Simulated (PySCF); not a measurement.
Molfile (atoms numbered from 1):
```
C5H14OSi3
     RDKit          3D

 23 24  0  0  0  0  0  0  0  0999 V2000
   -0.8791    2.0182   -1.2448 C   0  0  0  0  0  0  0  0  0  0  0  0
   -0.3021    0.6603   -0.8678 C   0  0  2  0  0  0  0  0  0  0  0  0
   -1.3512   -0.8458   -1.3967 Si  0  0  0  0  0  4  0  0  0  0  0  0
   -1.0957   -1.7801    0.2372 C   0  0  0  0  0  0  0  0  0  0  0  0
   -0.0252   -0.9878    0.9994 C   0  0  1  0  0  0  0  0  0  0  0  0
    1.8008   -1.4629    0.7032 Si  0  0  0  0  0  4  0  0  0  0  0  0
    2.4727   -0.0070    1.0457 O   0  0  0  0  0  0  0  0  0  0  0  0
    1.5017    1.3005    1.2505 Si  0  0  0  0  0  4  0  0  0  0  0  0
   -0.1352    0.5142    0.6563 C   0  0  1  0  0  0  0  0  0  0  0  0
   -0.9527    2.1168   -2.3260 H   0  0  0  0  0  0  0  0  0  0  0  0
   -1.8758    2.1428   -0.8243 H   0  0  0  0  0  0  0  0  0  0  0  0
   -0.2520    2.8259   -0.8679 H   0  0  0  0  0  0  0  0  0  0  0  0
    0.6868    0.5751   -1.3335 H   0  0  0  0  0  0  0  0  0  0  0  0
   -2.7575   -0.4916   -1.6266 H   0  0  0  0  0  0  0  0  0  0  0  0
   -0.8162   -1.5375   -2.5741 H   0  0  0  0  0  0  0  0  0  0  0  0
   -0.7937   -2.8184    0.1075 H   0  0  0  0  0  0  0  0  0  0  0  0
   -2.0259   -1.7974    0.8097 H   0  0  0  0  0  0  0  0  0  0  0  0
   -0.2006   -1.1026    2.0779 H   0  0  0  0  0  0  0  0  0  0  0  0
    2.3374   -2.4038    1.6799 H   0  0  0  0  0  0  0  0  0  0  0  0
    2.1282   -1.7975   -0.6803 H   0  0  0  0  0  0  0  0  0  0  0  0
    1.5114    1.6459    2.6698 H   0  0  0  0  0  0  0  0  0  0  0  0
    2.0512    2.3340    0.3832 H   0  0  0  0  0  0  0  0  0  0  0  0
   -1.0321    0.9260    1.1319 H   0  0  0  0  0  0  0  0  0  0  0  0
  1  2  1  0
  2  3  1  0
  3  4  1  0
  4  5  1  0
  5  6  1  0
  6  7  1  0
  7  8  1  0
  8  9  1  0
  9  2  1  0
  9  5  1  0
  1 10  1  0
  1 11  1  0
  1 12  1  0
  2 13  1  6
  3 14  1  0
  3 15  1  0
  4 16  1  0
  4 17  1  0
  5 18  1  1
  6 19  1  0
  6 20  1  0
  8 21  1  0
  8 22  1  0
  9 23  1  1
M  END
```

- GIAO PBE0/pcSseg-1 shieldings
- geometry from GFN2-xTB
- run in PySCF 2.14
- in vacuum, relativity neglected, one computed conformer, equivalent nuclei averaged

References, each an isolated molecule treated in the same way: TMS for ¹³C and ¹H and ²⁹Si; ¹⁷O against H2O.

| atoms | nucleus | count | δ (ppm) |
| --- | --- | --- | --- |
| H19 | ¹H | 1 | ? |
| H22 | ¹H | 1 | 5.11 |
| Si6 | ²⁹Si | 1 | -6.7 |
| H17 | ¹H | 1 | 1.38 |
| H21 | ¹H | 1 | ? |
| H14 | ¹H | 1 | ? |
| H16 | ¹H | 1 | ? |
| H23 | ¹H | 1 | 1.14 |
| C2 | ¹³C | 1 | 23.3 |
| C1 | ¹³C | 1 | ? |
| Si3 | ²⁹Si | 1 | -19.5 |
| Si8 | ²⁹Si | 1 | 0.4 |
| H10/H11/H12 | ¹H | 3 | 1.27 |
| C4 | ¹³C | 1 | 9.6 |
| O7 | ¹⁷O | 1 | 27.9 |
| H15 | ¹H | 1 | 4.43 |
| C5 | ¹³C | 1 | ? |
| H20 | ¹H | 1 | 4.84 |
| C9 | ¹³C | 1 | 44.1 |
| H18 | ¹H | 1 | 2.25 |
| H13 | ¹H | 1 | ? |

Complete the table.

Answers


- C5: 34.0 ppm, sp3 CH bonded to Si
- C1: 20.0 ppm, methyl carbon; saturated and bonded to C and H only
- H21: 5.23 ppm, hydrogen on a silicon bonded to C, O, in a 5-membered ring
- H19: 5.00 ppm, hydrogen on a silicon bonded to C, O, in a 5-membered ring
- H14: 4.05 ppm, hydrogen on a silicon bonded to 2 C, in a 5-membered ring
- H13: 1.17 ppm, hydrogen on an sp3 CH bonded to Si
- H16: 1.05 ppm, hydrogen on an sp3 CH2 bonded to Si

Shifts are as computed. Against solution values, carbons near 30 ppm lie about +3 ppm off and those near 130 ppm about +5 ppm. Of 1211 compounds with measured shifts, 218 miss one by over three times the rms of a fit or turn the order of signals round; such compounds aren't used in these exercises. Experimental scales use liquid or dissolved standards, which lie at an offset from isolated H2O (liquid H2O: subtract about 36 ppm).
